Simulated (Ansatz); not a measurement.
The cluster Pb3Se2, relaxed as a singlet with RKS r2SCAN-D4/def2-SVP in Ansatz, starting from the GFN1-xTB geometry. Force threshold 0.02 eV/Å.

In the def2 sets Pb takes a core potential; there is no spin–orbit coupling. The structure comes from a short search, and lower isomers may exist.

Start:

```xyz
5

Pb    0.181    1.596   -1.555
Pb   -1.376   -0.512    2.119
Pb    0.697   -1.615    0.151
Se   -1.673   -0.163   -0.569
Se    2.171    0.694   -0.147
```

(1) Estimate the energy that the relaxation releases and the steps that it takes.

(2) Does the start keep its bonding?

(3) Predict the relaxed structure.

Results:

(1) 121.1 kJ/mol, in 12 steps; 41 s on 4 threads of Arm Neoverse V1 on a shared host. No frequencies were taken in this run, so the end may be a saddle point.

(2) Bonds formed: Pb2–Se5 (atoms count from 1). Metal–metal contacts that move far: Pb1–Pb2 4.51 to 3.13 Å. The end is the same structure that another start reached, the lowest one found.

(3) 
```xyz
5

Pb   -0.198    1.852   -0.999
Pb   -0.677    0.327    1.695
Pb    0.573   -2.034    0.060
Se   -1.556   -0.572   -0.964
Se    1.858    0.426    0.209
```
Bond lengths (bridged metal pairs left out): 6 × Pb–Se 2.78 to 2.94 Å.
